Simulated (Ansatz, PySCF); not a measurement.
Gas-phase reaction in SMILES: [GeH3][c]1cccs1 + 5 C (CH4) + S (H2S) -> 2 C=C (C2H4) + CC (C2H6) [ethane] + 2 CS (CH4S) + [CH3][GeH3] [methylgermane]
Geometries: B3LYP-D3(BJ)/def2-TZVP minima from Ansatz (a first-principles code). Frequencies are from Ansatz or PySCF. Unstable Hartree-Fock reference: [GeH3][c]1cccs1.
Geometry of the first species:
```
C
C 1 1.3730
H 2 1.0813 1 122.92
C 2 1.4209 3 123.48 1 -180.00
C 4 1.3652 2 112.45 3 180.00
H 5 1.0778 4 128.19 2 180.00
H 4 1.0805 5 123.52 6 0.00
S 5 1.7170 6 120.55 4 180.00
Ge 1 1.9425 2 126.82 3 0.00
H 9 1.5364 1 106.98 2 0.00
H 9 1.5381 10 109.91 1 -120.21
H 9 1.5381 10 109.91 11 -119.59
```
Charge 0, spin multiplicity 1.

Quantity: bond separation energy (0 K, with B3LYP-D3(BJ) harmonic zero-point energies), in eV. Valence correlation only, unless marked. No spin-orbit coupling. The frozen core is the preceding noble-gas configuration, with the filled d and f shells of earlier blocks. No relativistic terms. CBS marks a two-point X^-3 extrapolation of the correlation energy; Hartree-Fock from the larger set. [CCSD(T)-MP2]/basis is that difference in the basis named.

```json
[
 {"level": "BLYP-D3(BJ)/def2-TZVPD", "program": "Ansatz + dftd3", "bond separation energy (eV)": "2.15"},
 {"level": "revPBE-D4/def2-TZVPD", "program": "Ansatz + dftd4", "bond separation energy (eV)": "2.34"},
 {"level": "B3LYP-D3(BJ)/def2-TZVPD", "program": "Ansatz + dftd3", "bond separation energy (eV)": "…"},
 {"level": "BHLYP/def2-TZVPD", "program": "Ansatz", "bond separation energy (eV)": "…"},
 {"level": "r2SCANh/def2-TZVPD", "program": "Ansatz", "bond separation energy (eV)": "…"},
 {"level": "HSE06-D3(BJ)/def2-TZVPD", "program": "Ansatz + dftd3", "bond separation energy (eV)": "2.20"},
 {"level": "CAM-B3LYP-D4/def2-TZVPD", "program": "Ansatz + dftd4", "bond separation energy (eV)": "…"},
 {"level": "LC-wPBE-D4/def2-TZVPD", "program": "Ansatz + dftd4", "bond separation energy (eV)": "2.15"},
 {"level": "SCS-MP2/def2-SVPD", "program": "Ansatz", "bond separation energy (eV)": "2.15"},
 {"level": "RI-MP2/CBS(def2-TZVPPD,def2-QZVPPD)+[CCSD(T)-MP2]/def2-TZVPPD", "program": "Ansatz", "bond separation energy (eV)": "2.10"}
]
```

Task: Some entries are withheld; supply them.

Result: 
- B3LYP-D3(BJ)/def2-TZVPD, bond separation energy (eV): 2.09
- BHLYP/def2-TZVPD, bond separation energy (eV): 1.88
- r2SCANh/def2-TZVPD, bond separation energy (eV): 2.27
- CAM-B3LYP-D4/def2-TZVPD, bond separation energy (eV): 2.05
